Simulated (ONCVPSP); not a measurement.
# silicon (Si): one change to an ONCV potential, before and after

ONCVPSP 4.0.1 input, shortened (lines: element, Z, core and valence counts, functional; n l f; lmax; l rc ep ncon nbas qcut; lloc lpopt rc5 dvloc0; l nproj debl; icmod fcfact rcfact), revPBE, scalar-relativistic:

```
  Si 14.00    3    2  -102130      upf
    1    0    2.00
    2    0    2.00
    2    1    6.00
    3    0    2.00
    3    1    2.00
    2
    0    1.80    0.00    3    6    3.30
    1    2.20    0.00    5    9    4.30
    2    2.40    0.08    4    9    4.60
    4    5    1.45    0.00
    0    2    3.50
    1    1    2.10
    2    3    2.40
    4    0.70    0.00
```

Change: s: rc 2.2.

Cutoffs: the cutoffs (Ha) at which the residual kinetic energy of the hardest occupied pseudo-wave falls to 1 and 0.1 mHa per electron; they do not see the model core or the augmentation charge, which bear on the density cutoff. Errors are all-electron minus pseudo energies relative to the spin-unpolarised reference configuration.

Problem. Predict the effect on cutoff, ghosts and configuration errors.

Solution. The potential gets softer (11 Ha and 27 Ha → 5.1 Ha and 17 Ha); of the 4 tests that both files solve, the error grows in 2 and shrinks in 2 by more than 15 % and 0.3 meV (median size 8.8 → 10.9 meV); neither file shows a bound ghost. A larger radius leaves more room for a smooth pseudo-wave, so fewer plane waves are needed.

```csv
quantity,base,changed
"cutoff, loose",11 Ha,5.1 Ha
"cutoff, tight",27 Ha,17 Ha
loose cutoff by channel,"s 11 Ha, p 3.1 Ha","s 5.1 Ha, p 3.1 Ha"
bound ghosts,none,none
GHOST(+) flags under 300 eV,s at 165.3 eV,s at 142.4 eV
"error for 3s2 3p1, meV [ΔE 7.72 eV]",-1.7,-1.3
"error for 3s2 3p0, meV [ΔE 23.69 eV]",-13,-8.1
"error for 3s1 3p0, meV [ΔE 57.57 eV]",-31,-61
"error for 3s1 3p3, meV [ΔE 6.80 eV]",-4.4,-14
p: phases at 2.23 bohr within 0.05 rad from the reference energy up to (Ha; the scan ends near 5),1.6,1.6
d: phases at 2.44 bohr within 0.05 rad from the reference energy up to (Ha; the scan ends near 5),to the end of the scan,to the end of the scan
"rms error of d²Exc/dni dnj with the model core, mHa",0.04,0.00
```

Base: The cutoffs count occupied waves only; projector 2 of the d channel, the hardest unoccupied one, needs 42 Ha at the loose tolerance. Changed file: The cutoffs count occupied waves only; projector 2 of the d channel, the hardest unoccupied one, needs 42 Ha at the loose tolerance.
